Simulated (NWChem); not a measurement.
Species: CuH₃O₂; SMILES [OH][Cu]<-[OH2]

```xyz
6

Cu     0.0001     0.0732     0.0203
O     -0.0008     1.7921    -0.0973
H      0.0062     2.2159     0.7757
O      0.0002    -1.7912     0.0289
H      0.7793    -2.1724    -0.4149
H     -0.7851    -2.1724    -0.4038
```
Atoms are numbered in this order, from 1.

All runs: NWChem. Structure relaxed at the B3LYP/6-31G* (spherical d) level. Level SCAN/def2-SVP: energy and gradient on several grids; changes count from the extra-fine grid, which is no exact limit either.

```json
[
 {"grid": "xcoarse", "size of the energy change (μHa)": "1000", "largest change of a gradient component (μHa/bohr)": "10000", "time, medium = 1 (rough)": "about 1"},
 {"grid": "coarse", "size of the energy change (μHa)": "10000", "largest change of a gradient component (μHa/bohr)": "2000", "time, medium = 1 (rough)": "about 1"},
 {"grid": "medium", "size of the energy change (μHa)": "6000", "largest change of a gradient component (μHa/bohr)": "600", "time, medium = 1 (rough)": "about 1"},
 {"grid": "fine", "size of the energy change (μHa)": "700", "largest change of a gradient component (μHa/bohr)": "200", "time, medium = 1 (rough)": "about 1"},
 {"grid": "xfine", "size of the energy change (μHa)": "< 10", "largest change of a gradient component (μHa/bohr)": "< 30", "time, medium = 1 (rough)": "2"}
]
```
